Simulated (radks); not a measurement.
Values are calculated unless marked as measured or tabulated.
Ce IV, configuration [Xe] 4f1. Level of theory: scalar-relativistic Kohn-Sham, PBEsol, spin-polarised, spherical densities, finite nucleus; open shells are filled with parallel spins first (spin-orbit coupling, left out, can overturn this in heavy ions); Fermi nuclear charge, rms radius 4.8771 fm (a radial shooting solver on a logarithmic mesh with Libxc functionals).

Radial electron density D(r) = 4 pi r^2 rho(r):

```
   r/bohr * D(r) (the largest magnitude, 100, reaches the edge; | marks zero)
 0.002632 |      *
 0.003015 |        *
 0.003482 |          *
 0.003989 |            *
  0.00457 |               *
 0.005278 |                  *
 0.006047 |                     *
 0.006928 |                        *
 0.008001 |                            *
 0.009167 |                                *
  0.01059 |                                   *
  0.01213 |                                      *
   0.0139 |                                        *
  0.01605 |                                         *
  0.01839 |                                         *
  0.02106 |                                        *
  0.02433 |                                      *
  0.02787 |                                     *
  0.03193 |                                    *
  0.03688 |                                    *
  0.04225 |                                       *
  0.04879 |                                           *
   0.0559 |                                                *
  0.06405 |                                                    *
  0.07397 |                                                      *
  0.08474 |                                                     *
  0.09709 |                                                 *
   0.1121 |                                            *
   0.1285 |                                        *
   0.1484 |                                        *
     0.17 |                                          *
   0.1947 |                                              *
   0.2249 |                                              *
   0.2577 |                                          *
   0.2952 |                                 *
   0.3409 |                       *
   0.3906 |                 *
   0.4475 |                *
   0.5168 |                  *
   0.5921 |                   *
   0.6838 |                  *
   0.7834 |              *
   0.8975 |         *
    1.036 |      *
    1.188 |     *
    1.361 |    *
    1.571 |   *
      1.8 |  *
    2.062 | *
    2.382 |*
    2.729 |*
    3.151 *
    3.611 *
    4.137 *
    4.777 *
    5.473 *
```

D(r) has 4 maxima, at r = 0.0171, 0.0758, 0.214, 0.592 bohr, and minima at 0.0330, 0.141, 0.433 bohr, inside which lie 1.96, 11.20, 28.96 electrons.
